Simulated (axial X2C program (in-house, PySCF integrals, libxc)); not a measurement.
Correcting the dissociation energy of CBr for spin–orbit coupling

A spin-free CCSD(T) curve (one-electron X2C) was computed with an axial X2C code built on PySCF integrals, basis Br dyall-cv3z [8s9p6d4f1g], C dyall-v3z [7s6p2d1f] (cores contracted in-house), for the state M_S = 1/2, Λ = 1 (beyond evenly filled blocks: π+α). It gives D0 = 3.310 eV to Br + C, which in a spin-free picture are the weighted means of the ground terms.

Correlated methods: 11 electrons correlated (number of frozen shells: Br 3 s, 2 p, 1 d; C 1 s), 187 virtual spin orbitals or spinors in MP2, 90 natural virtuals in coupled cluster.

Measured levels of the ground terms (NIST Handbook of Basic Atomic Spectroscopic Data), in cm⁻¹: Br 2P: J = 3/2 at 0, J = 1/2 at 3685.2; C 3P: J = 0 at 0, J = 1 at 16.4, J = 2 at 43.4.

The two components of the molecular doublet are 578 cm⁻¹ apart in the PBE0 2c search (Ω = 1/2 lower), so the lower one lies 289 cm⁻¹ under their mean.

(1) How far does each ground level lie under the (2J+1)-weighted mean of its term?

(2) Correct D0.

Second-order spin–orbit effects in the molecule, which grow quickly with Z, are left out. One determinant describes the state; a PBE0 search over occupations chose it and may have missed a lower one. Dissociation energies refer to the lowest single-determinant-based atoms at the same level and basis. CCSD and (T) use frozen natural virtuals with an MP2 correction for the truncation; (T) itself is uncorrected, so its De runs slightly low.

Results:

(1) Br: (4 × 0 + 2 × 3685.2)/6 = 1228 cm⁻¹; C: (1 × 0 + 3 × 16.4 + 5 × 43.4)/9 = 30 cm⁻¹.

(2) D0 = 3.310 + (289 − 1258)/8065.5 = 3.190 eV at CCSD(T) with these spin–orbit terms.
